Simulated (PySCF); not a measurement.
NMR data simulated for an unnamed compound:

1H NMR (300 MHz, computed): δ 4.41 (m, 1H), 4.04 (m, 1H), 3.85 (m, 1H), 3.46 (m, 3H), 2.95 (m, 1H), 2.80 (m, 1H), 2.29 (m, 1H), 1.98 (m, 1H).

13C{1H} NMR (computed): δ 123.5 (C), 55.3 (CH), 37.6 (CH), 36.7 (CH2), 17.9 (CH).

No solvent model, single conformer, non-relativistic Hamiltonian, averaged over atoms made equivalent by symmetry, fast rotation or ring inversion. Shieldings: GIAO PBE0/pcSseg-1; geometry from GFN2-xTB; PySCF.

Shifts are taken against calculated references (same method and geometry level): 1H (31.72 ppm) and 13C (186.93 ppm) vs TMS.

**Question.** Which of these does the molecule contain: a nitrile, a Si–H bond, a Si–CH3 group, a C≡C triple bond, an ester?

**Answer.** 
- A nitrile: yes (δC 123.5).
- A Si–H bond: yes (δH 4.04 (m), 3.85 (m)).
- A Si–CH3 group: no.
- A C≡C triple bond: no.
- An ester: no.

The data belong to SMILES N#C[C@@H]1[C@@H]([SiH2][SiH3])C[C@@H]1Cl, C$_{5}$H$_{10}$ClNSi$_{2}$; they needn't prove each group on their own.

Carbon signals by region: 1 in the sp2 and nitrile region (100–160 ppm), 1 at 50–100 ppm, 3 below 50 ppm.

Carbons that carry Cl, above all several Cl atoms, come out too deshielded, partly because spin–orbit coupling is missing. Shifts are as computed. Against solution values, carbons near 30 ppm lie about +3 ppm off and those near 130 ppm about +5 ppm; carbons on Cl a further +6 ppm. Of 1309 compounds with measured shifts, 239 miss one by over three times the rms of a fit or turn the order of signals round; such compounds aren't used in these exercises. Multiplicities follow the n + 1 count of equivalent neighbours, as no J values were calculated; m marks all less simple cases, F and P coupling included.
